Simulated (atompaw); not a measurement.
Before and after: PAW (atompaw) potential for barium (Ba)

| Property | Result |
| --- | --- |
| Element | barium (Ba) |
| Generator | atompaw 4.2.0.5 |
| Type | PAW |
| Functional | PBEsol |
| Relativity | scalar-relativistic |
| Frozen core | [Xe] |
| Valence charge | 2 |
| Reference configuration | 5d0 6s2 6p0 |
| Partial waves | 6s (bound): rc 3.00 bohr; 6s channel at 3.35 Ry: rc 3.00 bohr; 6p (bound, empty): rc 3.00 bohr; 6p channel at 0.5 Ry: rc 3.00 bohr; 5d (bound, empty): rc 3.00 bohr; 5d channel at 0.2 Ry: rc 3.00 bohr |
| Local potential | troulliermartins scheme with l = 3 at 0 Ry, radius 2.55 bohr |
| Core correction | smooth core density matched at 1.80 bohr |
| Augmentation charge | sinc compensation charge, radius 2.70 bohr; PAW radius 3.00 bohr; waves and projectors: custom polynom2 7 10 vanderbiltortho |

Change: local potential bessel scheme, radius 2.55 bohr.

Cutoffs: the cutoffs (Ry, on a coarse ladder) from which the occupation-weighted sum of valence levels, in a spherical-Bessel basis at the reference potential, stays within 10 and 1 mRy of its value at 400 Ry; they do not see the model core or the augmentation charge, which bear on the density cutoff.

Problem. What does the change do?

Solution. Both files are so soft that the ladder of cutoffs tells neither apart; the bound ghosts move from p, s to p; the range in which the s phases agree narrows (upper end 5.0 → -0.1). A state that the projectors do not describe sees the local part alone, so a deeper or shallower local part can create or remove a ghost.

```csv
quantity,base,changed
"cutoff, loose",6 Ry,6 Ry
"cutoff, tight",12 Ry,12 Ry
bound ghosts,"s, p",p
s: phases at 3.01 bohr within 0.05 rad from the reference energy up to (Ry; the scan ends near 5),5.0,-0.1
p: phases at 3.01 bohr within 0.05 rad from the reference energy up to (Ry; the scan ends near 5),to the end of the scan,to the end of the scan
d: phases at 3.01 bohr within 0.05 rad from the reference energy up to (Ry; the scan ends near 5),2.0,2.8
lowest overlap eigenvalue by channel,"s 0.19, p 0.74, d 0.91","s 0.33, p 0.74, d 0.90"
```

Base: The cutoffs count occupied waves only; the empty 5d level needs 10 Ry at the loose tolerance. A true bound ghost makes a file unfit for plane-wave use even where its test errors are small: the radial tests pick states by their node count and pass the ghost by. The cutoffs see the waves, projectors and local potential, not the compensation charge or the core.
